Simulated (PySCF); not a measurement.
Geometries of 3 isomers of C2H6FNSi, from PySCF 2.14.0, PBE0-D3(BJ)/def2-SVP geometry optimisation, gas phase. One conformer each, no zero-point energy, no frequencies.

Question: Which is lowest in electronic energy at this level?
A.
```xyz
11
angstrom
N     -1.804    0.144    1.297
C     -1.250    0.515    0.219
C     -0.384   -0.290   -0.701
Si     1.437    0.041   -0.359
F      2.323   -0.716   -1.495
H     -1.613   -0.850    1.473
H     -1.383    1.574   -0.069
H     -0.568   -1.371   -0.576
H     -0.579   -0.027   -1.754
H      1.819   -0.509    0.969
H      1.728    1.499   -0.440
```
B.
```xyz
11
angstrom
C     -1.731   -0.477   -0.383
C     -0.952    0.604   -0.422
F     -1.468    1.799   -0.766
Si     0.893    0.631   -0.021
N      1.324   -0.884    0.688
H     -1.284   -1.434   -0.111
H     -2.797   -0.427   -0.620
H      1.121    1.839    0.834
H      1.700    0.776   -1.268
H      1.048   -1.126    1.632
H      2.193   -1.334    0.428
```
C.
```xyz
11
angstrom
F      0.382    1.484    1.341
C      1.383    0.902    0.620
C      0.865   -0.184   -0.281
N     -0.322   -0.575   -0.412
Si    -1.812   -0.035    0.357
H      1.893    1.671    0.010
H      2.135    0.475    1.309
H      1.674   -0.664   -0.874
H     -1.787   -0.257    1.834
H     -2.108    1.397    0.046
H     -2.913   -0.864   -0.211
```

Answer: A. That is `[H]/N=C\C[SiH2]F`, 26.6 kcal/mol below the next.

```csv
SMILES,atoms numbered as above,E (Eh),relative (kcal/mol),relative (kJ/mol),dipole (D)
[H]/N=C\C[SiH2]F,[H]/[N:1]=[CH:2]\[CH2:3][SiH2:4][F:5],-523.30510,0.0,0.0,0.97
C=C(F)[SiH2]N,[CH2:1]=[C:2]([F:3])[SiH2:4][NH2:5],-523.26273,26.6,111.3,2.68
FC/C=N\[SiH3],[F:1][CH2:2]/[CH:3]=[N:4]\[SiH3:5],-523.24348,38.7,161.8,2.71
```

As drawn, the lowest has an N–H bond, an Si–F bond and an Si–C bond, which the highest lacks.
